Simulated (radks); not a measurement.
The numbers below are computed, except where a source is named.
Co4+, configuration [Ne] 3s1 3p6 3d5 4f1 (not the ground configuration). Code: a radial shooting solver on a logarithmic mesh with Libxc functionals. Model: scalar-relativistic Kohn-Sham, HCTH/407, spin-unpolarised, spherical densities, point nucleus.

Radial electron density D(r) = 4 pi r^2 rho(r):

r (bohr),D(r) (e/bohr)
0.003701,2.066
0.004897,3.355
0.006428,5.266
0.008505,8.153
0.01116,12.05
0.01477,17.19
0.01939,22.90
0.02565,28.47
0.03367,32.01
0.04455,32.22
0.05848,29.29
0.07737,26.07
0.1016,26.94
0.1344,32.54
0.1764,36.48
0.2334,31.68
0.3063,20.84
0.4053,14.45
0.532,16.03
0.7039,16.70
0.9239,11.39
1.222,4.646
1.605,1.255
2.123,0.3945
2.787,0.3503
3.687,0.2941
4.84,0.1340
6.404,0.02506
8.405,0.001262

D(r) has 4 maxima, at r = 0.0392, 0.178, 0.634, 2.95 bohr, and minima at 0.0852, 0.425, 2.47 bohr, inside which lie 2.11, 10.81, 22.22 electrons.
